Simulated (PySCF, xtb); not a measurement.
B3H6N3. Atoms are numbered in the order given.

```xyz
12

B      1.4488     0.0000     0.0000
N      0.7046     1.2204     0.0000
B     -0.7244     1.2547     0.0000
N     -1.4092     0.0000     0.0000
B     -0.7244    -1.2547     0.0000
N      0.7046    -1.2204     0.0000
H      2.6559     0.0000     0.0000
H      1.2111     2.0977     0.0000
H     -1.3280     2.3001     0.0000
H     -2.4222     0.0000     0.0000
H     -1.3280    -2.3001     0.0000
H      1.2111    -2.0977     0.0000
```

Geometry: B3LYP-D3(BJ)/def2-SVP.

Method: PySCF with IEF-PCM-M06-2X/def2-SVP.

The values are the electrostatic part of the solvation free energy, E(continuum) − E(gas) at the gas-phase geometry, in a cavity of scaled van der Waals radii (PySCF's table); cavitation and dispersion terms are not included. In vacuum the orbital gap is 10.81 eV. The dipole moment in vacuum is 0.00 D.

Computed values in water (ε = 78.36), N,N-dimethylformamide (ε = 37.22), cyclohexanone (ε = 15.62):
```json
[
 {"solvent": "water", "ε": "78.36", "ΔG(elec) (kcal/mol)": "-3.4", "dipole (D)": "0.00", "gap (eV)": "10.74"},
 {"solvent": "N,N-dimethylformamide", "ε": "37.22", "ΔG(elec) (kcal/mol)": "-3.3", "dipole (D)": "0.00", "gap (eV)": "10.74"},
 {"solvent": "cyclohexanone", "ε": "15.62", "ΔG(elec) (kcal/mol)": "-3.1", "dipole (D)": "0.00", "gap (eV)": "10.75"}
]
```

For comparison, GFN2-xTB/ALPB(water) (xtb, at the GFN2-xTB geometry, all terms of that model) gives -5.1 kcal/mol.
